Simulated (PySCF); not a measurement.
## Correlation energy of H⁻ (hydrogen, charge -1)

1s2, closed-shell 1S. Computed with PySCF 2.14 in x2c-TZVPPall with one added diffuse shell each of s, p type (4s3p1d, 18 functions), with scalar relativity by spin-free X2C-1e. Frozen: nothing; 2 electrons correlated.

With two correlated electrons CCSD is exact within the correlated space (frozen core and kept virtual orbitals).

```json
{"level": "CCSD", "correlation energy (mhartree)": "-37.95"}
```

Diagnostics: T1 = 0.018, D1 = 0.0258, largest double amplitude 0.144.

Task: Is a single reference adequate?

Result: Mostly. T1 lies below 0.03, but a double amplitude of this size points to a near-degeneracy that CCSD handles and MP2 describes poorly.
